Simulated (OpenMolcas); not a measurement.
## GeH at 1.603 Å: OpenMolcas input and output

Input (each module block was a call of its own in one work directory; start orbitals came from a preliminary run):

```
&GATEWAY
Coord
2
angstrom
Ge 0.0 0.0 0.0
H 0.0 0.0 1.6030
Basis=ANO-RCC-VTZP
Group=XY
RX2C
AMFI
ANGMom
0.0 0.0 0.0
RICD
&SEWARD
&GUESSORB
* RASSCF and CASPT2 blocks for each multiplicity and irrep, as for the first:
&RASSCF
FileOrb=$CurrDir/o22.orb
Symmetry=2
Spin=2
nActEl=5 0 0
Inactive=8 6
RAS2=3 2
CIRoot=2 2 1
Linear
Iterations=120 100
OrbListing=Nothing
PRWF=0.15
>>COPY $Project.RasOrb $CurrDir/o22.orb
>>COPY $Project.rasscf.h5 $CurrDir/r22.h5
&CASPT2
XMultistate=all
Imaginary=0.2
IPEA=0.25
MaxIter=40
>>COPY $Project.JobMix JOB001
&RASSI
Nr of JobIphs=4 2 2 5 2
1 2
1 2
1 2 3 4 5
1 2
SpinOrbit
EJob
Omega
MEES
MESO
Properties=4
'AngMom' 3 'Mltpl  1' 1 'Mltpl  1' 2 'Mltpl  1' 3
Thrs=1.0d-4
>>COPY $Project.rassi.h5 $CurrDir/so.h5
```

```bash
pymolcas m.inp
```

C2 symmetry about the axis (a holds Σ, Δ, Γ; b holds Π, Φ, H; Σ⁺ and Σ⁻ are not told apart); roots by multiplicity and irrep: 2b 2, 4a 2, 2a 5, 4b 2.

RASSI part of the output, in excerpt:

```
SPIN-FREE ENERGIES:
  (Shifted by EMIN (a.u.) =      -2097.7161134144)
 SF State       Relative EMIN(au)   Rel lowest level(eV)    D:o, cm**(-1)      Abs_M
     1             0.0000000000        0.0000000000              0.0000         1.0
     2             0.0000000029        0.0000000795              0.0006         1.0
     3             0.0643607064        1.7513440408          14125.5423         0.0
     5             0.1218248087        3.3150219239          26737.4550         0.0
     6             0.1218458838        3.3155954076          26742.0804         2.0
     7             0.1218593769        3.3159625735          26745.0418         2.0
     8             0.1507003939        4.1007666252          33074.9134         0.0
     9             0.1882052067        5.1213245733          41306.2684         0.0
    10             0.2206910268        6.0053087713          48436.0818         1.0
    11             0.2206910391        6.0053091061          48436.0845         1.0
     4             0.2459667214        6.6930954603          53983.4555         0.0
++ Dipole transition strengths (spin-free states):
     for osc. strength at least  1.00000000E-05
      From   To        Osc. strength     Einstein coefficients Ax, Ay, Az (sec-1)    Total A (sec-1)
         1    5       9.86241099E-03  1.80295474E+01  4.70287885E+06  0.00000000E+00  4.70289688E+06
         1    6       8.32586525E-03  3.26861743E+03  3.96829923E+06  0.00000000E+00  3.97156784E+06
         1    7       8.32693793E-03  3.96968967E+06  3.26963896E+03  0.00000000E+00  3.97295931E+06
         1    8       1.77673444E-02  1.29646415E+07  4.97053661E+01  0.00000000E+00  1.29646912E+07
         1    9       3.74001281E-04  4.25643078E+05  1.63188576E+00  0.00000000E+00  4.25644710E+05
         2    5       9.86210864E-03  4.70273444E+06  1.80308151E+01  0.00000000E+00  4.70275247E+06
         2    6       8.32616705E-03  3.96844299E+06  3.26862565E+03  0.00000000E+00  3.97171162E+06
         2    7       8.32693841E-03  3.26977614E+03  3.96968957E+06  0.00000000E+00  3.97295934E+06
         2    8       1.77673432E-02  4.97054067E+01  1.29646402E+07  0.00000000E+00  1.29646899E+07
         2    9       3.74001430E-04  1.63187738E+00  4.25643235E+05  0.00000000E+00  4.25644867E+05
         3   10       1.00022773E-03  4.29375368E+02  7.84980232E+05  0.00000000E+00  7.85409608E+05
         3   11       1.00022771E-03  7.84980344E+05  4.29375385E+02  0.00000000E+00  7.85409719E+05
         3    4       3.20676796E-02  0.00000000E+00  0.00000000E+00  3.39812130E+07  3.39812130E+07
         8    9       5.68127868E-04  0.00000000E+00  0.00000000E+00  2.56762137E+04  2.56762137E+04
        10    4       5.39843072E-04  6.05794750E+00  1.10750865E+04  0.00000000E+00  1.10811444E+04
        11    4       5.39842792E-04  1.10750699E+04  6.05793837E+00  0.00000000E+00  1.10811279E+04
 Electric-quadrupole - electric-quadrupole not included
 Electric-dipole - electric-octupole not included
 Electric-dipole - magnetic-quadrupole not included
   Eigenvalues of complex Hamiltonian:
  (Shifted by EMIN (a.u.) =      -2097.7161134144)
 SO State       Relative EMIN(au)   Rel lowest level(eV)    D:o, cm**(-1)      Omega
     1            -0.0019401429        0.0000000000              0.0000         0.5
     2            -0.0019401429        0.0000000000              0.0000         0.5
     3             0.0018049050        0.1019079464            821.9430         1.5
     4             0.0018049050        0.1019079464            821.9430         1.5
     5             0.0642579512        1.8013419090          14528.8023         0.5
     6             0.0642579512        1.8013419090          14528.8023         0.5
     7             0.0644034073        1.8052999708          14560.7262         1.5
     8             0.0644034073        1.8052999708          14560.7262         1.5
     9             0.1216717591        3.3636512100          27129.6766         0.5
    10             0.1216717591        3.3636512100          27129.6766         0.5
    11             0.1218215096        3.3677261289          27162.5431         2.5
    12             0.1218215096        3.3677261289          27162.5431         2.5
    13             0.1218712014        3.3690783132          27173.4492         1.5
    14             0.1218712014        3.3690783132          27173.4492         1.5
    15             0.1509369705        4.1599981821          33552.6481         0.5
    16             0.1509369705        4.1599981821          33552.6481         0.5
    17             0.1880344684        5.1694725266          41694.6078         0.5
    18             0.1880344684        5.1694725266          41694.6078         0.5
    19             0.2188182850        6.0071428508          48450.8746         0.5
    20             0.2188182850        6.0071428508          48450.8746         0.5
    21             0.2200603882        6.0409421986          48723.4847         0.5
    22             0.2200603882        6.0409421986          48723.4847         0.5
    23             0.2213655311        6.0764569481          49009.9305         1.5
    24             0.2213655311        6.0764569481          49009.9305         1.5
    25             0.2227464217        6.1140328941          49313.0009         2.5
    26             0.2227464217        6.1140328941          49313.0009         2.5
    27             0.2459864358        6.7464258937          54413.5945         1.5
    28             0.2459864358        6.7464258937          54413.5945         1.5
    29             0.2460155692        6.7472186551          54419.9885         0.5
    30             0.2460155692        6.7472186551          54419.9885         0.5
 Weights of the five most important spin-orbit-free states for each spin-orbit state.
 SO State  Total energy (au)           Spin-free states, spin, and weights
    1        -0.001940       1 0.5  0.4998    2 0.5  0.4998    3 1.5  0.0002    8 0.5  0.0001    9 0.5  0.0001
    2        -0.001940       1 0.5  0.4998    2 0.5  0.4998    3 1.5  0.0002    8 0.5  0.0001    9 0.5  0.0001
    3         0.001805       2 0.5  0.4995    1 0.5  0.4995    3 1.5  0.0008    6 0.5  0.0001    7 0.5  0.0001
    4         0.001805       2 0.5  0.4995    1 0.5  0.4995    3 1.5  0.0008    6 0.5  0.0001    7 0.5  0.0001
    5         0.064258       3 1.5  0.9984    8 0.5  0.0012    2 0.5  0.0001    1 0.5  0.0001   10 1.5  0.0000
    6         0.064258       3 1.5  0.9984    8 0.5  0.0012    2 0.5  0.0001    1 0.5  0.0001   10 1.5  0.0000
    7         0.064403       3 1.5  0.9992    2 0.5  0.0004    1 0.5  0.0004   10 1.5  0.0000   11 1.5  0.0000
    8         0.064403       3 1.5  0.9992    2 0.5  0.0004    1 0.5  0.0004   10 1.5  0.0000   11 1.5  0.0000
    9         0.121672       5 0.5  0.9947    8 0.5  0.0051   10 1.5  0.0000   11 1.5  0.0000    2 0.5  0.0000
   10         0.121672       5 0.5  0.9947    8 0.5  0.0051   10 1.5  0.0000   11 1.5  0.0000    2 0.5  0.0000
   11         0.121822       6 0.5  0.6355    7 0.5  0.3642   11 1.5  0.0001   10 1.5  0.0001    1 0.5  0.0000
   12         0.121822       6 0.5  0.6355    7 0.5  0.3642   11 1.5  0.0001   10 1.5  0.0001    1 0.5  0.0000
   13         0.121871       7 0.5  0.6355    6 0.5  0.3642    1 0.5  0.0001    2 0.5  0.0001   11 1.5  0.0001
   14         0.121871       7 0.5  0.6355    6 0.5  0.3642    1 0.5  0.0001    2 0.5  0.0001   11 1.5  0.0001
   15         0.150937       8 0.5  0.9931    5 0.5  0.0052    3 1.5  0.0012   10 1.5  0.0002   11 1.5  0.0002
   16         0.150937       8 0.5  0.9931    5 0.5  0.0052    3 1.5  0.0012   10 1.5  0.0002   11 1.5  0.0002
   17         0.188034       9 0.5  0.9940   10 1.5  0.0029   11 1.5  0.0029    4 1.5  0.0001    1 0.5  0.0000
   18         0.188034       9 0.5  0.9940   10 1.5  0.0029   11 1.5  0.0029    4 1.5  0.0001    1 0.5  0.0000
   19         0.218818      10 1.5  0.4975   11 1.5  0.4975    9 0.5  0.0041    4 1.5  0.0005    8 0.5  0.0003
   20         0.218818      10 1.5  0.4975   11 1.5  0.4975    9 0.5  0.0041    4 1.5  0.0005    8 0.5  0.0003
   21         0.220060      10 1.5  0.4986   11 1.5  0.4986    9 0.5  0.0017    4 1.5  0.0010    8 0.5  0.0001
   22         0.220060      10 1.5  0.4986   11 1.5  0.4986    9 0.5  0.0017    4 1.5  0.0010    8 0.5  0.0001
   23         0.221366      11 1.5  0.4996   10 1.5  0.4996    4 1.5  0.0007    7 0.5  0.0001    6 0.5  0.0001
   24         0.221366      11 1.5  0.4996   10 1.5  0.4996    4 1.5  0.0007    7 0.5  0.0001    6 0.5  0.0001
   25         0.222746      11 1.5  0.4999   10 1.5  0.4998    7 0.5  0.0001    6 0.5  0.0001    9 0.5  0.0000
   26         0.222746      11 1.5  0.4999   10 1.5  0.4998    7 0.5  0.0001    6 0.5  0.0001    9 0.5  0.0000
   27         0.245986       4 1.5  0.9993   11 1.5  0.0003   10 1.5  0.0003    2 0.5  0.0000    1 0.5  0.0000
   28         0.245986       4 1.5  0.9993   11 1.5  0.0003   10 1.5  0.0003    2 0.5  0.0000    1 0.5  0.0000
   29         0.246016       4 1.5  0.9984   11 1.5  0.0007   10 1.5  0.0007    9 0.5  0.0002    8 0.5  0.0000
   30         0.246016       4 1.5  0.9984   11 1.5  0.0007   10 1.5  0.0007    9 0.5  0.0002    8 0.5  0.0000
++ Dipole transition strengths (SO states):
        for osc. strength at least   1.00000000E-05
      From   To        Osc. strength     Einstein coefficients Ax, Ay, Az (sec-1)    Total A (sec-1)
         1    9       1.17551021E-02  2.88553808E+06  2.88555217E+06  0.00000000E+00  5.77109025E+06
         1   11       3.17273588E-04  7.80708612E+04  7.80701553E+04  0.00000000E+00  1.56141016E+05
         1   13       1.65893417E-02  4.08537032E+06  4.08536072E+06  0.00000000E+00  8.17073104E+06
         1   15       1.58149800E-02  5.93792726E+06  5.93791654E+06  0.00000000E+00  1.18758438E+07
         1   17       3.87064590E-04  2.24416978E+05  2.24416720E+05  0.00000000E+00  4.48833697E+05
         1   30       1.38468086E-05  0.00000000E+00  0.00000000E+00  2.73532420E+04  2.73532420E+04
         2   10       1.17551021E-02  2.88553808E+06  2.88555217E+06  0.00000000E+00  5.77109025E+06
         2   12       3.17273588E-04  7.80708612E+04  7.80701552E+04  0.00000000E+00  1.56141016E+05
         2   14       1.65893417E-02  4.08537032E+06  4.08536072E+06  0.00000000E+00  8.17073104E+06
         2   16       1.58149800E-02  5.93792726E+06  5.93791654E+06  0.00000000E+00  1.18758438E+07
         2   18       3.87064590E-04  2.24416978E+05  2.24416720E+05  0.00000000E+00  4.48833697E+05
         2   29       1.38468086E-05  0.00000000E+00  0.00000000E+00  2.73532420E+04  2.73532420E+04
         3    9       8.03576898E-03  1.85483824E+06  1.85484254E+06  0.00000000E+00  3.70968078E+06
         3   11       1.60687293E-02  3.71831043E+06  3.71830100E+06  0.00000000E+00  7.43661143E+06
         3   13       3.07567299E-04  7.12291808E+04  7.12309277E+04  0.00000000E+00  1.42460108E+05
         3   15       1.96013871E-02  7.00340867E+06  7.00341803E+06  0.00000000E+00  1.40068267E+07
         3   17       3.77014355E-04  2.10056245E+05  2.10056657E+05  0.00000000E+00  4.20112902E+05
         3   25       1.83928995E-05  1.44240070E+04  1.44239951E+04  0.00000000E+00  2.88480021E+04
         3   27       4.32693093E-05  0.00000000E+00  0.00000000E+00  8.28927350E+04  8.28927350E+04
         4   10       8.03576898E-03  1.85483824E+06  1.85484254E+06  0.00000000E+00  3.70968078E+06
         4   12       1.60687293E-02  3.71831043E+06  3.71830100E+06  0.00000000E+00  7.43661143E+06
         4   14       3.07567299E-04  7.12291808E+04  7.12309277E+04  0.00000000E+00  1.42460108E+05
         4   16       1.96013871E-02  7.00340867E+06  7.00341803E+06  0.00000000E+00  1.40068267E+07
         4   18       3.77014355E-04  2.10056245E+05  2.10056657E+05  0.00000000E+00  4.20112902E+05
         4   26       1.83928995E-05  1.44240070E+04  1.44239951E+04  0.00000000E+00  2.88480021E+04
         4   28       4.32693093E-05  0.00000000E+00  0.00000000E+00  8.28927350E+04  8.28927350E+04
         5   19       1.17275290E-05  0.00000000E+00  0.00000000E+00  9.00147113E+03  9.00147113E+03
         5   21       9.88939929E-04  3.85651645E+05  3.85658933E+05  0.00000000E+00  7.71310578E+05
         5   22       2.09929605E-05  0.00000000E+00  0.00000000E+00  1.63731811E+04  1.63731811E+04
         5   23       1.00120217E-03  3.97009593E+05  3.97002180E+05  0.00000000E+00  7.94011773E+05
         5   29       3.20005238E-02  0.00000000E+00  0.00000000E+00  3.39666891E+07  3.39666891E+07
         6   20       1.17275290E-05  0.00000000E+00  0.00000000E+00  9.00147114E+03  9.00147114E+03
         6   21       2.09929605E-05  0.00000000E+00  0.00000000E+00  1.63731811E+04  1.63731811E+04
         6   22       9.88939929E-04  3.85651645E+05  3.85658933E+05  0.00000000E+00  7.71310578E+05
         6   24       1.00120217E-03  3.97009593E+05  3.97002180E+05  0.00000000E+00  7.94011773E+05
         6   30       3.20005238E-02  0.00000000E+00  0.00000000E+00  3.39666891E+07  3.39666891E+07
         7   19       9.78156527E-04  3.74684867E+05  3.74687240E+05  0.00000000E+00  7.49372107E+05
         7   23       1.50868532E-05  0.00000000E+00  0.00000000E+00  1.19426109E+04  1.19426109E+04
         7   25       1.00706790E-03  4.05638153E+05  4.05635655E+05  0.00000000E+00  8.11273808E+05
         7   27       3.20121746E-02  0.00000000E+00  0.00000000E+00  3.39138090E+07  3.39138090E+07
         8   20       9.78156527E-04  3.74684867E+05  3.74687240E+05  0.00000000E+00  7.49372107E+05
         8   24       1.50868532E-05  0.00000000E+00  0.00000000E+00  1.19426109E+04  1.19426109E+04
         8   26       1.00706790E-03  4.05638153E+05  4.05635655E+05  0.00000000E+00  8.11273808E+05
         8   28       3.20121746E-02  0.00000000E+00  0.00000000E+00  3.39138090E+07  3.39138090E+07
        15   17       5.59269341E-04  0.00000000E+00  0.00000000E+00  2.47298301E+04  2.47298301E+04
        15   29
```

Only roots inside an energy window near the equilibrium distance were included, so the list of states is not complete; labels number the states computed. Each spin and symmetry block has orbitals of its own, averaged over its own roots, so gaps between blocks are less sure than gaps within one and near the minimum can be off by tenths of an eV, in bad cases by more. No Rydberg orbitals are active, so Rydberg states, and σ→σ* states whose orbital the CASSCF left unused, can be missing between those listed.
